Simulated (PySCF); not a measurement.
Work out the structure from these simulated measurements.

Formula: C2H9GeNOSi.

* Valence photoelectron: vertical ionisation energy: 9.76 eV [ΔSCF CAM-B3LYP/def2-SVPD]
* NMR, other nuclei: isotropic shieldings of nuclei other than C and H, by class: 146 (1 N), -164 (1 O), 395 (1 Si), 1450 (1 Ge) ppm [GIAO B3LYP/pcSseg-1]
* Triplet: lowest triplet excitation (Tamm–Dancoff): 5.16 eV [TDA CAM-B3LYP/def2-SVPD]
* XPS: Si2p3/2 107.4, C1s 291.1, C1s 293.6, N1s 404.5, O1s 536.9, Si1s 1847.2 eV [ΔSCF SCAN, pcX-2 on the ionised atom, pcseg-1 elsewhere, spin-free X2C, 2p3/2 from a spin–orbit splitting computed afterwards within the 2p shell]
* Rotational structure: rotational constants A, B, C: 2.391, 1.445, 0.926 GHz [PBE0-D3(BJ)/def2-SVP]
* Dipole: 2.61 D [CAM-B3LYP/def2-SVPD]
* UV, strongest line: among the 10 lowest singlet transitions: S3 at 6.89 eV (180 nm, f = 0.093) [TDDFT CAM-B3LYP/def2-SVPD]
* 1H NMR: chemical shifts (computed TMS as zero) by class: 4.73 (3 H), 4.62 (3 H), 2.18 (3 H) ppm [GIAO B3LYP/pcSseg-1]
* Polarisability: 91.4 au [CAM-B3LYP/def2-SVPD]
* 13C NMR: chemical shifts (computed TMS as zero) by class: 181.5 (1 C), 23.3 (1 C) ppm [GIAO B3LYP/pcSseg-1]

Electronic properties: PySCF, gas phase, density fitting. Levels stand in brackets. Isolated species at its PBE0-D3(BJ)/def2-SVP geometry (one conformer only). Relativistic effects, spin–orbit coupling among them, are left out (core-ionisation runs apart) although an element past zinc is present. NMR classes are plain means over equivalent atoms (diastereotopic ones count apart unless rotation or inversion swaps them), as if these changed places fast.

Task: Give a SMILES that accounts for the data.

Result: Numbering: `[CH3:1][C:2](=[O:3])[N:4]([SiH3:5])[GeH3:6]`. 2 carbons fall into 2 classes; from least to most shielded: amide carbonyl carbon [C2] (181.5 ppm), methyl carbon next to a carbonyl [C1] (23.3 ppm). Hydrogen classes from least to most shielded: 3 H on a germanium bonded to N and 3 H, Ge6 (4.73 ppm, a mean of values up to 0.6 ppm apart in this geometry), 3 H on an SiH3 silicon, Si5 (4.62 ppm), 3 H on a methyl carbon next to a carbonyl, C1 (2.18 ppm). The other shieldings belong to: 146 ppm, amide nitrogen [N4]; -164 ppm, amide oxygen [O3]; 395 ppm, SiH3 silicon [Si5]; 1450 ppm, germanium bonded to N and 3 H [Ge6]. The core levels belong to: Si2p3/2 107.4 eV, SiH3 silicon [Si5]; C1s 291.1 eV, methyl carbon next to a carbonyl [C1]; C1s 293.6 eV, amide carbonyl carbon [C2]; N1s 404.5 eV, amide nitrogen [N4]; O1s 536.9 eV, amide oxygen [O3]; Si1s 1847.2 eV, SiH3 silicon [Si5]. No core level of Ge was computed. The optimised geometry has point group Cs and is an asymmetric top. Structure: `CC(=O)[N]([SiH3])[GeH3]`. Computed isomers that give other values at the same levels: `CC(=O)[SiH2][NH][GeH3]` (rotational constant A: 4.318 GHz; this holds for the one conformer computed). The assignments are read from this structure; whether some other isomer fits the data as well wasn't checked. NMR values of atoms bound to Ge lack the spin–orbit term that these neighbours bring.

Shape of the structure used: `[CH3:1][C:2](=[O:3])[N:4]([SiH3:5])[GeH3:6]`: C1–C2–N4–Si5 0°.
